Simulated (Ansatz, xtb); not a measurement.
Ranking isomers of C2H2AlFTe

4 gas-phase structures of C2H2AlFTe, found in a search over its isomers (lower ones may exist). Each was relaxed with GFN2-xTB:

A. `C#[C][Al]([F])[TeH]`, a singlet
B. `C#C[Te][AlH][F]`, a singlet
C. `[F][Al]1[CH]=C[Te]1`, a singlet
D. `C=[C]1[Te][Al]1[F]`, a singlet

**Question.** Estimate their order in r2SCAN-D4/def2-SVP energy at these geometries, lowest first.

**Answer.** Calculated order at r2SCAN-D4/def2-SVP: C (0.0), A (9.1), D (13.1), B (36.1) kcal/mol.

Energies above the lowest of each column, in kcal/mol; the last columns are at B3LYP-D3(BJ)/def2-SVP geometries and were run for some of them only (a dash: not run or not comparable):

```csv
structure,GFN2-xTB,HF/STO-3G,r2SCAN-D4/def2-SVP,B3LYP-D3(BJ)/def2-SVP,CCSD(T)/def2-SVP + ΔMP2/def2-TZVPP
C,0.0,0.0,0.0,0.0,0.0
A,9.1,2.1,9.1,6.4,5.6
D,19.2,33.4,13.1,13.3,14.3
B,10.1,21.8,36.1,–,–
```

Every level run on C puts it lowest or level with the lowest. Flexible structures stand in one conformer each, not always the lowest. Frequencies (B3LYP-D3(BJ)/def2-SVP) were run for A, C, D alone. Atoms past krypton carry core potentials in the def2 sets, without spin–orbit terms. ΔMP2 is the change of the MP2 energy from the smaller to the larger basis.

Over these structures GFN2-xTB departs from r2SCAN-D4/def2-SVP by 10.5 kcal/mol on average once a common shift is removed. A GFN2-xTB relaxation took about 0.94 s and the r2SCAN-D4/def2-SVP energy about 8 s on a shared host (Ansatz 0.2.0, xtb 6.7.1).
